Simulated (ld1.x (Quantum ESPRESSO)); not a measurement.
**Scattering properties, ultrasoft potential for S**

```
Element                 : S
Generator               : ld1.x (Quantum ESPRESSO) 7.5
Type                    : ultrasoft
Functional              : PBE
Relativity              : scalar-relativistic
Frozen core             : [Ne]
Valence charge          : 6
Reference configuration : 3s2 3p4
Partial waves           : 3s (bound): rcut 1.25, rcutus 1.60 bohr; 3s channel at -0.3 Ry: rcut 1.25, rcutus 1.60 bohr; 3p (bound): rcut 1.45, rcutus 1.90 bohr; 3p channel at 0.05 Ry: rcut 1.45, rcutus 1.90 bohr
Local potential         : all-electron potential smoothed inside 1.25 bohr (lloc = -2)
Core correction         : none
Augmentation charge     : built from norm-conserving waves at rcut, not smoothed further
```

The phase is arctan(r·u′/u) with u = r·R(r), unwrapped; energies in Ry, scanned from -3 to 5 Ry. A pole is an energy at which the radial function vanishes at the test radius. The pseudo phase is shifted by a multiple of π to meet the all-electron one at the reference energy, and phase errors are pseudo minus all-electron; the curves can meet again beyond the range given. Levels narrower than the energy grid can be missing from the lists of poles.

```json
{"channel": "s", "radius (bohr)": "2.06", "reference energy (Ry)": "-1.27", "poles, all-electron": "0.26", "poles, pseudo": "0.26", "unbroken range about the reference energy with phases within 0.05 rad": "the whole range", "phase error 1 Ry above the reference energy (rad)": "+0.000"}
{"channel": "p", "radius (bohr)": "2.06", "reference energy (Ry)": "-0.52", "poles, all-electron": "1.42", "poles, pseudo": "1.42", "unbroken range about the reference energy with phases within 0.05 rad": "the whole range", "phase error 1 Ry above the reference energy (rad)": "+0.000"}
```

Phases in the s channel:

```
E (Ry)  all-electron  pseudo
 -3.00         1.092   1.092
 -2.76         1.025   1.025
 -2.52         0.928   0.928
 -2.28         0.778   0.777
 -2.04         0.526   0.526
 -1.80         0.105   0.105
 -1.56        -0.438  -0.438
 -1.32        -0.869  -0.869
 -1.08        -1.129  -1.129
 -0.84        -1.285  -1.285
 -0.60        -1.386  -1.386
 -0.36        -1.457  -1.457
 -0.12        -1.509  -1.509
  0.12        -1.550  -1.550
  0.36        -1.584  -1.584
  0.60        -1.613  -1.613
  0.84        -1.639  -1.639
  1.08        -1.663  -1.663
  1.32        -1.685  -1.685
  1.56        -1.707  -1.707
  1.80        -1.729  -1.728
  2.04        -1.751  -1.750
  2.28        -1.774  -1.774
  2.52        -1.800  -1.798
  2.76        -1.827  -1.826
  3.00        -1.859  -1.857
  3.24        -1.895  -1.893
  3.48        -1.939  -1.935
  3.72        -1.992  -1.987
  3.96        -2.059  -2.052
  4.20        -2.147  -2.136
  4.44        -2.265  -2.249
  4.68        -2.430  -2.407
  4.92        -2.661  -2.628
```
